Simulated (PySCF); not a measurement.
SMILES O=S(=[OH+])=O (HO3S (cation, charge +1)) (B3LYP/def2-SVP optimised geometry):

```
5

O      1.303     1.305     0.000
S      0.671     0.023     0.000
O      1.183    -1.305    -0.001
O     -0.882     0.023     0.000
H     -1.303     0.921     0.000
```

Calculation: B3LYP/def2-TZVP run with PySCF.

Problem. What are the frontier orbital energies?

Solution. HOMO-2 -18.88 eV, HOMO-1 -18.32 eV, HOMO -17.77 eV, LUMO -10.51 eV, LUMO+1 -10.45 eV.

On the same geometry PBE/def2-TZVP run with PySCF gives HOMO-2 -17.39 eV, HOMO-1 -17.00 eV, HOMO -16.25 eV, LUMO -11.27 eV, LUMO+1 -11.08 eV.

Meta-Löwdin charges at B3LYP/def2-TZVP: O1 -0.51, S2 2.06, O3 -0.49, O4 -0.51, H5 0.44.
